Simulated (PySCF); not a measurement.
Two species compared at the same levels of theory.

First species: C7H9PS.
SMILES: `CC/C=P/c1ccsc1`

Second species: C₃H₄F₂O₂.
SMILES with atom numbers: `[O:1]=[CH:2][O:3][CH2:4][CH:5]([F:6])[F:7]` (hydrogens: H8 on C2; H9, H10 on C4; H11 on C5)

Levels: B3LYP/def2-SVPD for dipole moment, HOMO energy, LUMO energy, HOMO–LUMO gap, static isotropic polarisability and electronic spatial extent ⟨r²⟩ about the centre of nuclear charge; TDDFT B3LYP/def2-SVPD for lowest singlet excitation; PBE0-D3(BJ)/def2-SVP for rotational constant A and rotational constant C. Geometries: PBE0-D3(BJ)/def2-SVP. Each structure is a single optimised conformer of the isolated species, non-relativistic unless stated; the electronic structure was computed with PySCF and density fitting.

The conformers computed, where there is a choice (atom-mapped SMILES and torsion angles):
- `[CH3:1][CH2:2]/[CH:3]=[P:4]/[c:5]1[cH:6][cH:7][s:8][cH:9]1`: C1–C2–C3–P4 -1°, C3–P4–C5–C6 -146°
- `[O:1]=[CH:2][O:3][CH2:4][CH:5]([F:6])[F:7]`: O1–C2–O3–C4 -2°, C2–O3–C4–C5 84°, O3–C4–C5–F6 178°

Values for the first species:

- Dipole moment: 0.99 D
- HOMO energy: -6.29 eV
- LUMO energy: -1.70 eV
- HOMO–LUMO gap: 4.59 eV
- Lowest singlet excitation: 4.16 eV
- Static isotropic polarisability: 133.0 au
- Electronic spatial extent ⟨r²⟩ about the centre of nuclear charge: 2327 bohr²
- Rotational constant A: 3.969 GHz
- Rotational constant C: 0.468 GHz

Task: Estimate the same properties for the second species, and the change in each.

Result: 
```tsv
property	first	second	second less first
dipole moment	0.99 D	1.61 D	+0.62 D
HOMO energy	-6.29 eV	-8.69 eV	-2.40 eV
LUMO energy	-1.70 eV	-0.91 eV	+0.79 eV
HOMO–LUMO gap	4.59 eV	7.78 eV	+3.19 eV
lowest singlet excitation	4.16 eV	5.86 eV	+1.70 eV
static isotropic polarisability	133.0 au	46.5 au	-86.5 au
electronic spatial extent ⟨r²⟩ about the centre of nuclear charge	2327 bohr²	784 bohr²	-1543 bohr²
rotational constant A	3.969 GHz	5.244 GHz	+1.275 GHz
rotational constant C	0.468 GHz	1.451 GHz	+0.983 GHz
```

On the first: The dipole matches unit charges of opposite sign 0.21 Å apart (1 e·Å = 4.8032 D). The principal polarisabilities are 86.7, 121.9 and 190.3 au; their mean is the isotropic value.

On the second: The principal polarisabilities are 39.2, 46.2 and 53.9 au; their mean is the isotropic value. The polarisability is 6.89 Å³ as a volume (1 au = 0.148185 Å³), or 0.83 au for each of the 56 electrons.
